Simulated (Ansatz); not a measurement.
Al₆As₇H₂₀⁺, a cluster cut from zinc blende AlAs (hydrogen-capped), relaxed as a singlet with RKS PBE-D4/def2-SVP in Ansatz, starting from the GFN2-xTB geometry. Force threshold 0.03 eV/Å.

Single mean-field runs in def2-SVP are fitted with def2-universal-jkfit.

Start:

```xyz
33

As   -2.680    0.564   -2.111
As    1.658   -2.452    3.373
As   -1.089    3.025    0.278
As   -1.638   -0.501    1.611
As    0.319   -1.463   -1.972
As    2.267    0.853    0.881
As    0.759    1.984   -2.826
Al   -0.891   -2.300    3.246
Al   -2.878    1.186    0.381
Al   -0.714    0.090   -3.633
Al    3.099   -1.389    1.650
Al    1.347    2.707   -0.415
Al    0.589   -1.091    0.554
H    -3.200    1.849   -2.703
H    -3.895   -0.184   -2.562
H     2.157   -1.800    4.640
H     1.086   -1.011    2.944
H    -1.455    4.451    0.563
H    -0.758    2.783    1.741
H    -2.163   -1.565    0.616
H    -0.898   -2.356   -1.868
H     1.174   -2.601   -2.429
H     2.837    0.414   -0.500
H     0.982    3.170   -3.713
H     2.051    1.346   -3.279
H    -1.190   -1.673    4.648
H    -1.417   -3.652    2.697
H    -4.287    1.776    0.601
H    -0.960   -0.150   -5.127
H     4.589   -1.264    2.066
H     2.652   -2.127    0.232
H     2.143    4.027   -0.543
H     0.405   -2.645    0.960
```

```
step   energy (eV)  largest force component (eV/Å)  SCF passes
   1  -465644.9552                           0.956          18
   2  -465645.8734                           0.373          24
   3  -465646.2392                           0.337          25
   4  -465646.4883                           0.299          19
   5  -465646.6999                           0.343          19
   6  -465646.8941                           0.398          19
   7  -465647.0747                           0.440          19
   8  -465647.2545                           0.477          19
   9  -465647.4138                           0.401          19
  10  -465647.5212                           0.346          19
  11  -465647.6068                           0.312          18
  12  -465647.7072                           0.123          19
  13  -465647.7633                           0.115          18
  14  -465647.7996                           0.110          19
  15  -465647.8326                           0.191          19
  16  -465647.8477                           0.216          18
  17  -465647.8614                           0.145          18
  18  -465647.8762                           0.094          18
  19  -465647.8816                           0.139          18
  20  -465647.8849                           0.096          20
  21  -465647.8867                           0.051          20
  22  -465647.8873                           0.042          18
  23  -465647.8885                           0.025          20
```

Force components are those of the run's own axes.

End:

```csv
atom,x (Å),y (Å),z (Å)
As1,-2.837,0.964,-1.973
As2,1.205,-0.703,3.646
As3,-0.516,2.220,0.828
As4,-1.435,-1.497,0.887
As5,-0.236,-1.662,-2.934
As6,2.202,-0.467,-0.015
As7,0.799,2.024,-2.779
Al8,-1.133,-1.674,3.428
Al9,-2.494,0.692,0.522
Al10,-1.044,0.581,-3.683
Al11,3.318,-0.900,2.250
Al12,1.662,1.904,-0.401
Al13,0.472,-2.159,-0.549
H14,-3.522,2.287,-2.293
H15,-3.982,0.040,-2.365
H16,1.634,-1.115,5.051
H17,1.030,0.783,3.959
H18,-0.950,3.674,0.697
H19,-0.191,2.229,2.316
H20,-2.558,-2.473,0.543
H21,-1.282,-2.666,-3.403
H22,0.877,-2.058,-3.897
H23,3.298,-0.699,-1.053
H24,0.508,3.464,-3.186
H25,1.997,1.791,-3.689
H26,-2.148,-0.575,3.997
H27,-1.052,-3.225,3.787
H28,-3.800,1.126,1.315
H29,-1.439,0.802,-5.205
H30,4.237,0.370,2.549
H31,3.727,-2.441,2.228
H32,2.730,3.045,-0.120
H33,0.922,-3.680,-0.457
```

By distances, no bond broke or formed, bridged metal pairs apart. The bond that changes most is As6–Al13, from 2.59 to 2.48 Å (atoms count from 1). Metal–metal contacts that move far: Al11–Al13 2.75 to 4.19 Å.

No frequencies were taken in this run, so the end may be a saddle point.

Hardware: 2 threads of AMD EPYC 7R13 on a shared host and a share (18 GiB) of an NVIDIA H100 80GB HBM3. Wall time 61 s.
